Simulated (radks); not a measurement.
Pm4+, configuration [Xe] 4f2.5 5d0.5 (fractional occupations, a model configuration). Calculated with a radial shooting solver on a logarithmic mesh with Libxc functionals: scalar-relativistic Kohn-Sham, XLYP, spin-polarised, spherical densities, finite nucleus; open shells are filled with parallel spins first (spin-orbit coupling, left out, can overturn this in heavy ions); Fermi nuclear charge, rms radius 4.962 fm.

Unscreened Slater integrals over Kohn-Sham orbitals (eV). They are taken over the spin-up orbitals.

F0(5d,5d): 12.244
F2(5d,5d): 6.5311
F4(5d,5d): 4.3952
F0(5d,4f): 15.332
F2(5d,4f): 4.3186
F4(5d,4f): 2.1804
G1(5d,4f): 1.8723
G3(5d,4f): 1.6243
G5(5d,4f): 1.2680
F0(5d,5p): 13.680
F2(5d,5p): 6.9183
G1(5d,5p): 8.2652
G3(5d,5p): 5.1708
F0(5d,5s): 14.178
G2(5d,5s): 5.5097
F0(4f,4f): 29.534
F2(4f,4f): 14.253
F4(4f,4f): 8.9860
F6(4f,4f): 6.4770
F0(4f,5p): 19.114
F2(4f,5p): 6.7925
G2(4f,5p): 3.3356
G4(4f,5p): 2.6523
F0(4f,5s): 21.011
G3(4f,5s): 3.8789
F0(5p,5p): 15.988
F2(5p,5p): 8.6750
F0(5p,5s): 16.901
G1(5p,5s): 11.423
F0(5s,5s): 18.048

Derived for the open shells (J is the average intra-shell exchange parameter used in DFT+U). 4f: F4/F2 = 0.630, F6/F2 = 0.454, J = (286 F2 + 195 F4 + 250 F6)/6435 = 1.157 eV. 5d: Racah B = F2/49 - 5 F4/441 = 0.08346 eV, C = 35 F4/441 = 0.3488 eV, C/B = 4.18, F4/F2 = 0.673, J = (F2 + F4)/14 = 0.7805 eV.
